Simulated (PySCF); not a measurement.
Species: C₈H₉F.
Atom-mapped SMILES: `[CH3:1][C:2]1=[CH:3][C@@:4]2([CH:5]=[CH:6]1)[CH2:7][C@H:8]2[F:9]` (hydrogens: H10, H11, H12 on C1; H13 on C3; H14 on C5; H15 on C6; H16, H17 on C7; H18 on C8)

Cartesian coordinates in Å at the PBE0-D3(BJ)/def2-SVP level; atoms count from 1:
```
atom  x, y, z in Å
C1     2.5870   -0.6870   -0.9652
C2     1.2843   -0.3872   -0.3049
C3     0.3409    0.5054   -0.6965
C4    -0.7847    0.4509    0.2557
C5    -0.4064   -0.5675    1.2543
C6     0.8101   -1.0511    0.9154
C7    -1.6255    1.6840    0.6022
C8    -2.2136    0.6204   -0.2234
F9    -2.4046    0.8628   -1.5395
H10    2.6499   -1.7483   -1.2572
H11    3.4325   -0.4939   -0.2844
H12    2.7305   -0.0769   -1.8678
H13    0.3705    1.1497   -1.5749
H14   -1.0214   -0.8547    2.1079
H15    1.3667   -1.8214    1.4531
H16   -1.3429    2.6078    0.0921
H17   -1.9527    1.7968    1.6383
H18   -2.9763   -0.0492    0.1864
```

Method used: TDDFT CAM-B3LYP/def2-SVPD, vertical, gas phase, core orbitals frozen in the response in PySCF.

Each state is given a Gaussian of 0.25 eV full width at half maximum, with ε(max) = 2.175×10⁸ f / Δν̃ (Δν̃ the width in cm⁻¹). The cross-section is σ = 3.8235×10⁻²¹ ε cm², given in Mb (10⁻¹⁸ cm²). The width is an assumption, not a result. The curve ends short of the highest state used, and states not computed would add to its high-energy end.

```tsv
λ (nm)	σ (Mb)
177.5	23.27
179.9	7.19
182.2	2.79
184.6	2.61
186.9	1.93
189.3	0.84
191.6	0.64
194.0	2.86
196.3	12.09
198.7	36.48
201.0	68.07
203.4	82.59
205.8	63.93
208.1	33.59
210.5	11.63
212.8	2.97
215.2	0.51
217.5	0.07
219.9	0.01
222.2	0.00
224.6	0.00
227.0	0.00
229.3	0.00
231.7	0.00
234.0	0.00
236.4	0.01
238.7	0.05
241.1	0.24
243.4	0.87
245.8	2.57
248.1	5.84
250.5	11.08
252.9	17.04
255.2	21.35
257.6	22.49
259.9	20.00
262.3	15.00
264.6	9.81
267.0	5.43
269.3	2.70
271.7	1.14
274.0	0.44
276.4	0.15
278.8	0.04
```

**Question.** Where are the band maxima, and which computed states make them?

**Answer.** 257 nm (4.82 eV), ε about 5900, made up of S1 (100%); 203 nm (6.10 eV), ε about 22000, made up of S2 (99%); 184 nm (6.73 eV), ε about 690, made up of S4 (95%) (hardly more than a shoulder) (ε in L mol⁻¹ cm⁻¹; maxima over ε = 5, shares over 10%). At its high-energy end, 6.98 eV, the curve is still rising (ε about 5800, from S5, S6 and S7). The states used: S1 4.82 eV (f 0.055); S2 6.10 eV (f 0.199); S3 6.25 eV (f 0.0052); S4 6.71 eV (f 0.0061); S5 7.07 eV (f 0.044); S6 7.10 eV (f 0.025); S7 7.16 eV (f 0.041); S8 7.44 eV (f 0.261); S9 7.55 eV (f 0.192); S10 7.58 eV (f 0.0098).

**Question.** On this curve, what absorbance would a 10⁻⁵ mol/L sample give at 248 nm over a 1 cm path?

**Answer.** 248 nm is 4.999 eV, where ε is about 1500 L mol⁻¹ cm⁻¹, so A = ε c l ≈ 0.015 (Beer–Lambert, with the gas-phase spectrum and the assumed width).

**Question.** Does any computed singlet lie in the visible range?

**Answer.** No computed singlet lies in the visible range (380 to 750 nm); the lowest, at 257 nm, stands 1.56 eV above its violet end (3.26 eV); a Tamm–Dancoff triplet lies at 412 nm, without intensity as long as spin–orbit coupling is left out.

**Question.** Coming from long wavelengths, where does ε first pass 100 L mol⁻¹ cm⁻¹?

**Answer.** At about 274 nm (4.52 eV), 0.30 eV below S1.

The vertical ionisation energy (ΔSCF) is 8.13 eV, 0.54 eV above S10.
